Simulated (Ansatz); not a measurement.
`BN(B)CC` + `[GeH2]` → `C[CH2][GeH]` + `BNB` at 298.15 K and 1 bar (formal exchange of groups at a C–N bond).

Computed with Ansatz on PBE0-D4/def2-TZVP structures; ΔE is electronic, products minus reactants. CCSD(T)/CBS adds triple-zeta CCSD(T) − MP2 to the extrapolated MP2 energy (def2 sets, frozen cores). For Ge outer-core shells are correlated without core-valence functions, which leaves a few kJ/mol of doubt a bond. Scalar relativity is left out up to krypton. One conformer a species, not always the lowest.

| species | CCSD(T)/CBS energy (Eh) | H − E (kJ/mol) | S (J/(mol·K)) |
| --- | --- | --- | --- |
| `BN(B)CC` | -185.85795 | 326.2 | 328.0 |
| `[GeH2]` | -2077.24753 | 38.7 | 220.4 |
| `C[CH2][GeH]` | -2155.77935 | 200.4 | 305.8 |
| `BNB` | -107.34560 | 171.3 | 258.1 |

H − E and S are ideal-gas, rigid-rotor, harmonic terms from PBE0-D4/def2-TZVP, for one conformer and one mirror image of each species. 1 Eh = 2625.50 kJ/mol, R = 8.31446 J/(mol·K).

By hand: ΔE, ΔH, ΔS and ΔG.

ΔE = (-2155.77935) + (-107.34560) − (-185.85795) − (-2077.24753) = -0.01947 Eh = -51.1 kJ/mol. Δ(H − E) = 200.4 + 171.3 − 326.2 − 38.7 = 6.8, so ΔH = -44.3 kJ/mol. ΔS = 305.8 + 258.1 − 328.0 − 220.4 = 15.5 J/(mol·K). ΔG = -44.3 − 298.15 × (15.5)/1000 = -48.9 kJ/mol.

By hand: the equilibrium constant, and the temperature at which ΔG would vanish if ΔH and ΔS stayed fixed.

log₁₀ K = −ΔG/(RT ln 10) = 8.6. ΔH and −TΔS have one sign here, so there is no such temperature.

ΔH outweighs TΔS. A doubt of 5 kJ/mol in ΔE shifts log₁₀ K by 0.9 here. Other conformers and mirror images would add mixing entropy, several J/(mol·K) or more a flexible species. Modes under 60 cm⁻¹, often nearly free rotors, make the harmonic entropy too high. These are equilibria of isolated gas molecules and say nothing of rates. Largest T1 diagnostic: 0.012 (customary marks: 0.02 for closed shells, 0.045 for open ones).
